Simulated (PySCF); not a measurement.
Al(AsH2)(F)(OH) (AlAsFH₃O), SMILES [AsH2][Al]([F])[OH]. Atoms are numbered in the order given.

```xyz
7

Al     0.8721     0.5572     0.0307
As    -1.1838    -0.7212    -0.0009
H     -0.4393    -1.8192    -0.7863
H     -1.5804     0.0061    -1.3014
F      0.8719     2.2162    -0.2506
O      2.3395    -0.2276     0.4336
H      3.1854     0.2435     0.5053
```
Charge 0, spin multiplicity 1.

Coordinates come from a PBE-D3(BJ)/def2-SVP optimisation. The structure was generated by enumeration; whether it is a known compound was not checked. The values are those of a single conformer.

Calculation: PBE/def2-TZVP in PySCF.

Gas-phase values at a fixed geometry.

Question: Estimate the frontier levels, gap, dipole moment and polarisability. (The exact figures need the calculation; the answer reports its results.)

Answer: 
The highest occupied level is -6.76 eV and the lowest empty level is -1.59 eV. The orbital gap comes out as 5.16 eV, the dipole moment is 0.69 D and the quadrupole, principal values (traceless, Buckingham form, about the centre of nuclear charge) comes out as -9.34, 2.89, 6.45 D·Å. The mean static polarisability is 61.7 bohr³ (9.15 Å³). The polarisability, principal values comes out as 51.8, 56.2, 77.2 bohr³.
